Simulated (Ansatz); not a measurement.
A geometry relaxed with B3LYP-D3(BJ)/def2-TZVP (Ansatz, a program for electronic structure), charge 0, multiplicity 1:

```xyz
11

H     -2.0806    -0.3853     0.9175
C      0.7498    -0.4370    -0.6775
C     -1.3867     0.3344     0.4716
C      1.7457     0.0988     0.2645
H     -1.1611    -0.7993    -1.3845
H      2.7941    -0.1234    -0.0244
C     -0.5838    -0.3361    -0.5879
H     -0.7673     0.7702     1.2478
H     -2.0089     1.1148     0.0217
H      1.1731    -0.9667    -1.5244
O      1.5257     0.7296     1.2759
```

### Question
Write the SMILES of this molecule.

### Answer
`C/C=C\C=O`
